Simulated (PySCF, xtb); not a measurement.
HO3S, SMILES O=[S](=O)O (connectivity only; charge and spin as stated), charge -1, multiplicity 1.

GFN2-xTB (xtb) at its own geometry gives an orbital gap of 5.43 eV.

Coordinates come from a PBE0-D3(BJ)/def2-SVPD optimisation. The spin state was assumed, not searched. The isomer is the one that the SMILES or the coordinates give; other isomers of the formula were not compared. The values are those of a single conformer.

Problem. What does PBE/def2-TZVPD (PySCF) give? (An estimate is asked for; the answer gives what the named calculation found.)

Solution. gap 3.91 eV (levels -0.32 and 3.58 eV).
